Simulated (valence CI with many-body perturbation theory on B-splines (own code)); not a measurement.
## Se XXIX: calculated level list

Computed by relativistic CI+MBPT: four valence electrons over a frozen Dirac-Fock core [He], radial functions for each j: 11 s, 11 p, 9 d, 7 f, 5 g, 2 h, 1 i, with the one-electron correlation potential Σ1, the two-electron term Σ2, the three-electron term Σ3, Breit, model QED; selected CI, second order for the rest (own B-spline code, finite nucleus).

The last digits are not significant, and no measured levels were compared; by estimate large intervals hold to a few tenths of a per cent, small ones and those within an open d or f shell to about a per cent. Among the levels kept, up to 280 cm⁻¹ of a level comes from second order outside the variational space, and about a tenth of that is noise between levels of different J, which matters for small intervals.

Levels 1 to 45 of 115, with energies above the lowest level, (2s^2 2p1/2^2) J=0. "Leading %" is the weight of the configuration and term that name the level; weights of strongly mixed levels are sums over their largest components and can fall short. In the jj column 3d3/2^4 stands for four electrons in 3d with j = 3/2. Lifetimes count E1, E2, E3, M1 and M2 decay at the calculated energies, and are blank where another channel may lead or the interval is too uncertain; long ones can be off by a factor of two.

| No. | Configuration | Term | J | E (× 10³ cm⁻¹) | Leading % | g | Leading jj | Lifetime |
| --- | --- | --- | --- | --- | --- | --- | --- | --- |
| 1 | 2s2 2p2 | 3P | 0 | 0.00 | 80 |  | 2s^2 2p1/2^2 (96 %) |  |
| 2 | 2s2 2p2 | 3P | 1 | 298.63 | 99 | 1.495 | 2s^2 2p1/2 2p3/2 (99 %) | 2.59 μs |
| 3 | 2s2 2p2 | 3P | 2 | 373.83 | 52 | 1.255 | 2s^2 2p1/2 2p3/2 (96 %) | 320 μs |
| 4 | 2s2 2p2 | 1D | 2 | 729.22 | 52 | 1.232 | 2s^2 2p3/2^2 (95 %) | 1.04 μs |
| 5 | 2s2 2p2 | 1S | 0 | 908.50 | 78 |  | 2s^2 2p3/2^2 (95 %) | 431 ns |
| 6 | 2s 2p3 | 5S° | 2 | 997.07 | 80 | 1.881 | 2s 2p1/2^2 2p3/2 (64 %) | 928 ps |
| 7 | 2s 2p3 | 3D° | 1 | 1342.8 | 62 | 0.847 | 2s 2p1/2^2 2p3/2 (80 %) | 22.0 ps |
| 8 | 2s 2p3 | 3D° | 2 | 1413.5 | 66 | 1.328 | 2s 2p1/2 2p3/2^2 (73 %) | 52.2 ps |
| 9 | 2s 2p3 | 3D° | 3 | 1519.8 | 100 | 1.327 | 2s 2p1/2 2p3/2^2 (100 %) | 69.0 ps |
| 10 | 2s 2p3 | 3P° | 0 | 1677.9 | 100 |  | 2s 2p1/2 2p3/2^2 (100 %) | 19.1 ps |
| 11 | 2s 2p3 | 3P° | 1 | 1714.4 | 57 | 1.285 | 2s 2p1/2 2p3/2^2 (86 %) | 14.3 ps |
| 12 | 2s 2p3 | 1D° | 2 | 1770.8 | 37 | 1.246 | 2s 2p1/2 2p3/2^2 (65 %) | 13.7 ps |
| 13 | 2s 2p3 | 3S° | 1 | 1873.5 | 54 | 1.598 | 2s 2p1/2 2p3/2^2 (82 %) | 6.08 ps |
| 14 | 2s 2p3 | 1D° | 2 | 2069.4 | 60 | 1.186 | 2s 2p3/2^3 (68 %) | 11.3 ps |
| 15 | 2s 2p3 | 1P° | 1 | 2303.9 | 62 | 1.245 | 2s 2p3/2^3 (85 %) | 5.47 ps |
| 16 | 2p4 | 3P | 2 | 2693.3 | 79 | 1.394 | 2p1/2^2 2p3/2^2 (96 %) | 8.56 ps |
| 17 | 2p4 | 3P | 0 | 2873.5 | 61 |  | 2p1/2^2 2p3/2^2 (90 %) | 6.78 ps |
| 18 | 2p4 | 3P | 1 | 3029.3 | 99 | 1.495 | 2p1/2 2p3/2^3 (99 %) | 6.30 ps |
| 19 | 2p4 | 1D | 2 | 3124.0 | 79 | 1.093 | 2p1/2 2p3/2^3 (97 %) | 8.23 ps |
| 20 | 2p4 | 1S | 0 | 3592.1 | 60 |  | 2p3/2^4 (91 %) | 5.07 ps |
| 21 | 2s2 2p 3s | 3P° | 0 | 14259 | 98 |  | 2s^2 2p1/2 3s (98 %) | 148 fs |
| 22 | 2s2 2p 3s | 3P° | 1 | 14272 | 70 | 1.352 | 2s^2 2p1/2 3s (97 %) | 119 fs |
| 23 | 2s2 2p 3p | 3D | 1 | 14510 | 70 | 0.671 | 2s^2 2p1/2 3p1/2 (98 %) | 8.14 ps |
| 24 | 2s2 2p 3p | 3P | 0 | 14627 | 75 |  | 2s^2 2p1/2 3p1/2 (93 %) | 1.55 ps |
| 25 | 2s2 2p 3s | 3P° | 2 | 14639 | 96 | 1.495 | 2s^2 2p3/2 3s (96 %) | 126 fs |
| 26 | 2s2 2p 3p | 3P | 1 | 14653 | 38 | 1.453 | 2s^2 2p1/2 3p3/2 (93 %) | 1.85 ps |
| 27 | 2s2 2p 3p | 3D | 2 | 14665 | 67 | 1.175 | 2s^2 2p1/2 3p3/2 (94 %) | 5.02 ps |
| 28 | 2s2 2p 3s | 1P° | 1 | 14670 | 69 | 1.135 | 2s^2 2p3/2 3s (97 %) | 92.8 fs |
| 29 | 2s2 2p 3d | 3F° | 2 | 14897 | 74 | 0.755 | 2s^2 2p1/2 3d3/2 (98 %) | 112 fs |
| 30 | 2s 2p2 3s | 5P | 1 | 14913 | 62 | 2.074 | 2s 2p1/2^2 3s (61 %) | 213 fs |
| 31 | 2s2 2p 3p | 3P | 1 | 14939 | 50 | 1.581 | 2s^2 2p3/2 3p1/2 (75 %) | 794 fs |
| 32 | 2s2 2p 3p | 3P | 2 | 14957 | 39 | 1.256 | 2s^2 2p3/2 3p1/2 (88 %) | 2.27 ps |
| 33 | 2s2 2p 3d | 3P° | 2 | 14978 | 42 | 1.259 | 2s^2 2p1/2 3d5/2 (97 %) | 19.2 fs |
| 34 | 2s2 2p 3d | 3F° | 3 | 14979 | 60 | 1.116 | 2s^2 2p1/2 3d5/2 (95 %) | 26.9 fs |
| 35 | 2s2 2p 3d | 3D° | 1 | 14985 | 57 | 0.801 | 2s^2 2p1/2 3d3/2 (96 %) | 12.8 fs |
| 36 | 2s2 2p 3p | 3D | 3 | 14999 | 95 | 1.331 | 2s^2 2p3/2 3p3/2 (95 %) | 5.87 ps |
| 37 | 2s2 2p 3p | 3S | 1 | 15007 | 53 | 1.551 | 2s^2 2p3/2 3p3/2 (90 %) | 3.42 ps |
| 38 | 2s 2p2 3s | 3P | 0 | 15027 | 82 |  | 2s 2p1/2^2 3s (74 %) | 139 fs |
| 39 | 2s2 2p 3p | 1D | 2 | 15092 | 51 | 1.250 | 2s^2 2p3/2 3p3/2 (82 %) | 933 fs |
| 40 | 2s 2p2 3s | 5P | 2 | 15142 | 89 | 1.776 | 2s 2p1/2 2p3/2 3s (87 %) | 202 fs |
| 41 | 2s 2p2 3p | 5D° | 0 | 15176 | 77 |  | 2s 2p1/2^2 3p1/2 (78 %) | 472 fs |
| 42 | 2s 2p2 3p | 5D° | 1 | 15183 | 45 | 1.652 | 2s 2p1/2^2 3p1/2 (75 %) | 169 fs |
| 43 | 2s2 2p 3p | 1S | 0 | 15197 | 72 |  | 2s^2 2p3/2 3p3/2 (92 %) | 899 fs |
| 44 | 2s 2p2 3s | 3P | 1 | 15250 | 82 | 1.553 | 2s 2p1/2 2p3/2 3s (90 %) | 109 fs |
| 45 | 2s 2p2 3s | 5P | 3 | 15260 | 77 | 1.585 | 2s 2p1/2 2p3/2 3s (77 %) | 146 fs |

The ionisation energy to 2s2 2p 2P°_1/2 of the next ion comes out as 3150.9 eV (NIST: 3146 ± 3 eV (semi-empirical)). All 115 levels together are meant to be complete up to 16165 × 10³ cm⁻¹.
